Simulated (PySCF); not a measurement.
Si(Br)2 anion (Br2Si), SMILES Br[Si]Br (connectivity only; charge and spin as stated), charge -1, multiplicity 2. Geometry: PBE-D3(BJ)/def2-SVPD. The spin state was assumed, not searched. The isomer is the one that the SMILES or the coordinates give; other isomers of the formula were not compared.

These are PBE-D3(BJ)/def2-SVPD (PySCF) values and carry that method's errors.

Harmonic wavenumbers (cm⁻¹): 85, 275, 301. Rotational constants (GHz): 8.641, 0.9015, 0.8163; symmetry number 2.

### Question
Work out the zero-point energy and the ideal-gas rigid-rotor harmonic-oscillator thermochemistry at 298.15 K and 1 atm.

### Answer
ZPE = ½ Σ hcν = ½ × 661 cm⁻¹ = 0.95 kcal/mol. H − E(el) = 4.34 kcal/mol. Entropy in cal/(mol K): translation 41.60, rotation 26.94, vibration 6.74, spin 1.38, total 76.65. G − E(el) = -18.51 kcal/mol. Cp = 13.30 cal/(mol K). Modes under 150 cm⁻¹ make the vibrational entropy uncertain.
